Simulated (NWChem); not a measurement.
Si$_{3}$H$_{7}$ cation

```xyz
10

Si     0.3065     2.1595     0.0041
Si    -0.6586    -0.0005    -0.0060
Si     0.3030    -2.1614    -0.0183
H     -0.1925     2.7240    -1.2834
H      1.7807     2.0022     0.0689
H     -0.3048     2.8112     1.1960
H     -2.1537     0.0033     0.0250
H     -0.4409    -2.8996    -1.0752
H     -0.0335    -2.6264     1.3601
H      1.7592    -2.0111    -0.2620
```
Atoms are numbered in this order, from 1.

STO-3G and 3-21G are far too small for this property and stand as cheap habits. Geometry: optimised at PBE0/def2-SVP.

Question: Give the principal values of the shielding tensors (ppm) of Si1, Si2, Si3 from Hartree-Fock/STO-3G, GIAO (NWChem), with their diamagnetic and paramagnetic parts as GIAO splits them.

Answer: 
```json
[
 {"atom": "Si1", "σ11": "606.7", "σ22": "625.8", "σ33": "662.3", "isotropic": "631.6", "diamagnetic": "868.0", "paramagnetic": "-236.4"},
 {"atom": "Si2", "σ11": "-907.9", "σ22": "-102.1", "σ33": "662.9", "isotropic": "-115.7", "diamagnetic": "866.5", "paramagnetic": "-982.2"},
 {"atom": "Si3", "σ11": "607.2", "σ22": "625.1", "σ33": "662.4", "isotropic": "631.6", "diamagnetic": "868.0", "paramagnetic": "-236.4"}
]
```
